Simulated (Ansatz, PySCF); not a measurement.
F2H5NSi2, SMILES F[SiH2]N[SiH2]F.

Geometry optimised at PBE-D3(BJ)/def2-SVP. The structure was generated by enumeration, and PubChem lists no compound with its InChIKey, so it may never have been made. The values are those of a single conformer.

Vertical ionisation energy (IE) and electron affinity (EA) in eV. Rows of orbital energies are one-electron estimates. Where ΔSCF, EOM or ADC give a negative EA the extra electron is unbound and the value depends on the basis.

```tsv
level	IE	EA
−ε(HOMO), −ε(LUMO), r2SCAN/def2-TZVP (PySCF)	7.61	0.32
−ε(HOMO), −ε(LUMO), PBE/def2-TZVP (PySCF)	[?]	[?]
ΔSCF, CAM-B3LYP/def2-SVPD (Ansatz), final states of multiplicity 2 and 2	10.99	-1.40
ΔSCF, PBE/def2-SVPD (Ansatz), final states of multiplicity 2 and 2	10.53	-1.07
```

Task: Complete the blanks. (Estimate from the structure and the level; the computed values follow.)

Result: 
- −ε(HOMO), −ε(LUMO), PBE/def2-TZVP (PySCF), IE: 7.29
- −ε(HOMO), −ε(LUMO), PBE/def2-TZVP (PySCF), EA: 0.77

Task: What vertical singlet–triplet gap does ΔSCF give with CAM-B3LYP/def2-SVPD (Ansatz, a program for electronic structure) and with PBE/def2-SVPD (Ansatz)? (An estimate is asked for; the answer gives what the named calculation found.)

Result: 7.04 and 6.53 eV (triplet above singlet where positive).
